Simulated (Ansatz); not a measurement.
Compare A (`[CH3][SnH2]/[CH]=C\F`) with its isomer B (`C=[CH][SnH]([CH3])[F]`).

Calculated with Ansatz (gas phase, PBE0-D4/def2-TZVP geometries, no zero-point term in ΔE). CBS: MP2 limit from def2 TZ/QZ plus the TZ coupled-cluster correction, frozen cores. Functionals use def2-TZVPP. B3LYP here is the variant with VWN-RPA as its local correlation; programs differ in this. def2 core potentials past Kr. For Sn outer-core shells are correlated without core-valence functions, which leaves a few kJ/mol of doubt a bond. One conformer a species, not always the lowest.

A:

Z-matrix (Å, degrees):
```
C
Sn 1 2.136
H 1 1.090 2 109.2
H 1 1.090 2 110.4 3 120.2
H 1 1.090 2 109.8 3 -119.5
C 2 2.130 1 109.7 3 60.0
H 2 1.710 1 110.7 3 -60.9
H 2 1.712 1 111.0 3 177.8
C 6 1.317 2 122.6 1 -53.0
H 6 1.084 2 121.2 1 126.5
F 9 1.346 6 121.9 2 -0.6
H 9 1.086 6 127.3 2 179.5
```

B:

```xyz
12

C    -1.9881    0.1887   -0.6163
C    -0.9135   -0.0977   -1.3421
Sn    1.0265   -0.1179   -0.4952
C     0.9962    0.1756    1.6099
F     1.6701   -1.9277   -0.7343
H    -2.9866    0.2022   -1.0472
H    -1.9317    0.4205    0.4442
H    -1.0321   -0.3248   -2.3985
H     2.1738    0.8173   -1.3482
H     0.2849   -0.5145    2.0634
H     1.9896   -0.0216    2.0122
H     0.7110    1.2000    1.8522
```

**Question.** Which is lower in electronic energy at CCSD(T)/CBS, and by how much? (Best estimate.)

**Answer.** The calculation gave: B, by 32.3 kcal/mol.

**Question.** Give E(B) − E(A) in kcal/mol with B3LYP, MP2/def2-TZVPP, ωB97M-V, PBE0-D4, HF/def2-TZVPP, B3LYP-D4, B2PLYP. (Best estimate.)

**Answer.** The calculation gave: B3LYP -29.8, MP2/def2-TZVPP -30.9, ωB97M-V -28.9, PBE0-D4 -27.8, HF/def2-TZVPP -30.8, B3LYP-D4 -29.7, B2PLYP -30.5. None reverses the order clearly.

Largest T1 diagnostic: 0.013.
